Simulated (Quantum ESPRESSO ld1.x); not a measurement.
W XX, 55 electrons, occupied as [Kr] 4d10 4f9. Method: scalar-relativistic Kohn-Sham, LDA (Slater exchange, VWN5 correlation), spin-polarised, spherical densities, point nucleus; open shells are filled with parallel spins first; computed with ld1.x of Quantum ESPRESSO 7.5.

Radial electron density D(r) = 4 pi r^2 rho(r):

```
   r/bohr * D(r) (the largest magnitude, 136, reaches the edge; | marks zero)
 0.001012 |  *
  0.00115 |   *
 0.001317 |    *
 0.001509 |     *
 0.001715 |      *
 0.001965 |       *
 0.002234 |         *
 0.002559 |           *
 0.002932 |             *
 0.003332 |                *
 0.003818 |                   *
 0.004339 |                     *
 0.004971 |                         *
 0.005696 |                            *
 0.006473 |                               *
 0.007416 |                                  *
 0.008429 |                                    *
 0.009657 |                                      *
  0.01106 |                                        *
  0.01257 |                                        *
  0.01441 |                                       *
  0.01637 |                                      *
  0.01876 |                                     *
  0.02149 |                                    *
  0.02443 |                                   *
  0.02799 |                                    *
  0.03181 |                                       *
  0.03644 |                                           *
  0.04175 |                                                *
  0.04745 |                                                    *
  0.05436 |                                                      *
  0.06228 |                                                     *
  0.07079 |                                                  *
   0.0811 |                                              *
  0.09218 |                                           *
   0.1056 |                                          *
    0.121 |                                            *
   0.1375 |                                               *
   0.1575 |                                                 *
   0.1791 |                                               *
   0.2051 |                                        *
    0.235 |                               *
   0.2671 |                         *
    0.306 |                        *
   0.3478 |                          *
   0.3985 |                            *
   0.4565 |                           *
   0.5189 |                       *
   0.5945 |                *
   0.6757 |          *
   0.7741 |     *
   0.8869 | *
    1.008 |*
    1.155 *
    1.313 *
    1.504 *
    1.723 *
    1.958 *
```

D(r) has 4 maxima, at r = 0.0124, 0.0566, 0.156, 0.415 bohr, and minima at 0.0238, 0.102, 0.299 bohr, inside which lie 1.90, 11.11, 29.91 electrons.
